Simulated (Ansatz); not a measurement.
Frontier orbitals of `N[SiH2][S][AlH2]`.

Total charge 0; spin multiplicity 1. The structure was optimised at the PBE0-D4/def2-TZVP level. It is one conformer, not always the lowest. Basis def2-TZVPP, Ansatz.

Orbital energies of one run (eV). Highest occupied ones, from the top: -7.19, -7.65, -8.24, -8.43, -9.68, -9.81, -11.01, -11.59, -13.78, -14.55, -19.23, -23.45, -73.29, -73.34. Empty: -1.65, 0.08, 0.15, 0.57, 1.05, 1.53.

Which functional gave them?
A. B3LYP
B. LDA (SPW92)
C. CAM-B3LYP
D. B97M-V

A. HOMO energies: B3LYP -7.19, B97M-V -6.59, CAM-B3LYP -8.75, LDA (SPW92) -6.33 eV.

B3LYP here is the variant with VWN-RPA as its local correlation; programs differ in this.
